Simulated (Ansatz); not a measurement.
Consider the ligand exchange at the Si–O bond: `FBO[SiH3]` + `CC(=N)Cl` → `C/C(Cl)=N\[SiH3]` + `OBF`.

Isolated molecules relaxed with PBE0-D4/def2-TZVP in Ansatz; ΔE leaves out vibrations. CCSD(T)/CBS is the MP2 limit (def2-TZVPP, def2-QZVPP) plus CCSD(T) − MP2 in def2-TZVPP, frozen cores. This one scheme is used for every species. DFT in def2-TZVPP. B3LYP here is the variant with VWN-RPA as its local correlation; programs differ in this. HSE06 is defined as in plane-wave codes. Each species was taken in one conformer, which may not be the lowest.

`FBO[SiH3]`:

Cartesian coordinates in Å:
```
F 0.261 -0.234 -2.718
B 0.554 -0.024 -1.445
O -0.424 -0.161 -0.536
Si -0.494 0.002 1.110
H 1.677 0.279 -1.157
H -0.916 -1.298 1.681
H 0.837 0.389 1.641
H -1.496 1.047 1.423
```

`CC(=N)Cl`:

```xyz
8

C     0.172   -0.583    0.783
C    -0.058    0.276   -0.407
N    -0.967    1.125   -0.502
Cl    1.112   -0.033   -1.707
H    -0.570   -0.347    1.544
H     1.177   -0.417    1.176
H     0.101   -1.636    0.504
H    -0.967    1.616   -1.392
```

`C/C(Cl)=N\[SiH3]`:

Z-matrix (Å, degrees):
```
C
C 1 1.492
H 1 1.092 2 109.7
H 1 1.090 2 110.6 3 121.3
H 1 1.092 2 109.7 3 -117.5
Cl 2 1.781 1 110.7 3 58.5
N 2 1.237 1 130.8 3 -121.6
Si 7 1.726 2 133.7 1 -0.0
H 8 1.482 7 107.3 2 121.4
H 8 1.482 7 107.3 2 -120.2
H 8 1.493 7 114.4 2 0.6
```

`OBF`:

Z-matrix (Å, degrees):
```
B
O 1 1.344
F 1 1.332 2 120.3
H 1 1.192 2 120.1 3 -180.0
H 2 0.963 1 113.4 3 -0.0
```

```json
{"level": "LDA (SPW92)", "ΔE (kJ/mol)": "40.4", "difference from CCSD(T)/CBS": "-13.4"}
{"level": "PBE-D4", "ΔE (kJ/mol)": "42.2", "difference from CCSD(T)/CBS": "-11.6"}
{"level": "revPBE-D4", "ΔE (kJ/mol)": "40.1", "difference from CCSD(T)/CBS": "-13.7"}
{"level": "BLYP-D4", "ΔE (kJ/mol)": "46.1", "difference from CCSD(T)/CBS": "-7.7"}
{"level": "r2SCAN-D4", "ΔE (kJ/mol)": "50.6", "difference from CCSD(T)/CBS": "-3.2"}
{"level": "B97M-V", "ΔE (kJ/mol)": "52.9", "difference from CCSD(T)/CBS": "-0.9"}
{"level": "PBE0-D4", "ΔE (kJ/mol)": "45.7", "difference from CCSD(T)/CBS": "-8.1"}
{"level": "B3LYP-D4", "ΔE (kJ/mol)": "49.2", "difference from CCSD(T)/CBS": "-4.6"}
{"level": "r2SCANh-D4", "ΔE (kJ/mol)": "50.9", "difference from CCSD(T)/CBS": "-2.9"}
{"level": "r2SCAN0-D4", "ΔE (kJ/mol)": "51.4", "difference from CCSD(T)/CBS": "-2.4"}
{"level": "BHLYP-D4", "ΔE (kJ/mol)": "54.2", "difference from CCSD(T)/CBS": "0.4"}
{"level": "CAM-B3LYP-D4", "ΔE (kJ/mol)": "52.7", "difference from CCSD(T)/CBS": "-1.1"}
{"level": "ωB97X-V", "ΔE (kJ/mol)": "53.1", "difference from CCSD(T)/CBS": "-0.7"}
{"level": "ωB97M-V", "ΔE (kJ/mol)": "51.9", "difference from CCSD(T)/CBS": "-1.9"}
{"level": "B2PLYP", "ΔE (kJ/mol)": "54.1", "difference from CCSD(T)/CBS": "0.3"}
{"level": "PBE-QIDH", "ΔE (kJ/mol)": "51.0", "difference from CCSD(T)/CBS": "-2.8"}
{"level": "PBE", "ΔE (kJ/mol)": "45.4", "difference from CCSD(T)/CBS": "-8.4"}
{"level": "revPBE", "ΔE (kJ/mol)": "47.2", "difference from CCSD(T)/CBS": "-6.6"}
{"level": "BLYP", "ΔE (kJ/mol)": "52.4", "difference from CCSD(T)/CBS": "-1.4"}
{"level": "r2SCAN", "ΔE (kJ/mol)": "51.6", "difference from CCSD(T)/CBS": "-2.2"}
{"level": "PBE0", "ΔE (kJ/mol)": "48.6", "difference from CCSD(T)/CBS": "-5.2"}
{"level": "r2SCANh", "ΔE (kJ/mol)": "52.1", "difference from CCSD(T)/CBS": "-1.7"}
{"level": "r2SCAN0", "ΔE (kJ/mol)": "52.7", "difference from CCSD(T)/CBS": "-1.1"}
{"level": "HSE06", "ΔE (kJ/mol)": "48.3", "difference from CCSD(T)/CBS": "-5.5"}
{"level": "BHLYP", "ΔE (kJ/mol)": "58.3", "difference from CCSD(T)/CBS": "4.5"}
{"level": "CAM-B3LYP", "ΔE (kJ/mol)": "55.8", "difference from CCSD(T)/CBS": "2.0"}
{"level": "LC-ωPBE", "ΔE (kJ/mol)": "51.9", "difference from CCSD(T)/CBS": "-1.9"}
{"level": "RPA@PBE/def2-TZVPP", "ΔE (kJ/mol)": "56.7", "difference from CCSD(T)/CBS": "2.9"}
{"level": "HF/def2-SVP", "ΔE (kJ/mol)": "59.9", "difference from CCSD(T)/CBS": "6.1"}
{"level": "MP2/def2-SVP", "ΔE (kJ/mol)": "49.4", "difference from CCSD(T)/CBS": "-4.4"}
{"level": "CCSD/def2-SVP", "ΔE (kJ/mol)": "54.4", "difference from CCSD(T)/CBS": "0.6"}
{"level": "CCSD(T)/def2-SVP", "ΔE (kJ/mol)": "52.3", "difference from CCSD(T)/CBS": "-1.5"}
{"level": "HF/def2-TZVPP", "ΔE (kJ/mol)": "66.4", "difference from CCSD(T)/CBS": "12.6"}
{"level": "MP2/def2-TZVPP", "ΔE (kJ/mol)": "51.3", "difference from CCSD(T)/CBS": "-2.5"}
{"level": "SCS-MP2/def2-TZVPP", "ΔE (kJ/mol)": "55.9", "difference from CCSD(T)/CBS": "2.1"}
{"level": "CCSD/def2-TZVPP", "ΔE (kJ/mol)": "57.4", "difference from CCSD(T)/CBS": "3.6"}
{"level": "CCSD(T)/def2-TZVPP", "ΔE (kJ/mol)": "54.8", "difference from CCSD(T)/CBS": "1.0"}
{"level": "MP2/def2-QZVPP", "ΔE (kJ/mol)": "51.0", "difference from CCSD(T)/CBS": "-2.8"}
{"level": "SCS-MP2/def2-QZVPP", "ΔE (kJ/mol)": "55.6", "difference from CCSD(T)/CBS": "1.8"}
{"level": "CCSD/CBS(def2)", "ΔE (kJ/mol)": "56.3", "difference from CCSD(T)/CBS": "2.5"}
{"level": "CCSD(T)/CBS", "ΔE (kJ/mol)": "53.8", "difference from CCSD(T)/CBS": "0"}
```

Largest T1 diagnostic among the species: 0.013.

Leaving LDA and LC-ωPBE aside and taking each functional with its dispersion term where it has one, the values spread over 14.1 kJ/mol, from revPBE-D4 to BHLYP-D4. LDA lies −5.1 kJ/mol from PBE without D4. In def2-TZVPP, CCSD(T) changes the Hartree–Fock value by −11.6 kJ/mol (the triples alone add −2.5 kJ/mol) and MP2 by −15.1 kJ/mol. The D4 term adds −5.0 kJ/mol with B3LYP and −2.9 kJ/mol with PBE0; it sums over pairs of atoms, weighted by their polarisabilities, and B3LYP, whose exchange is more repulsive, gets the larger term.
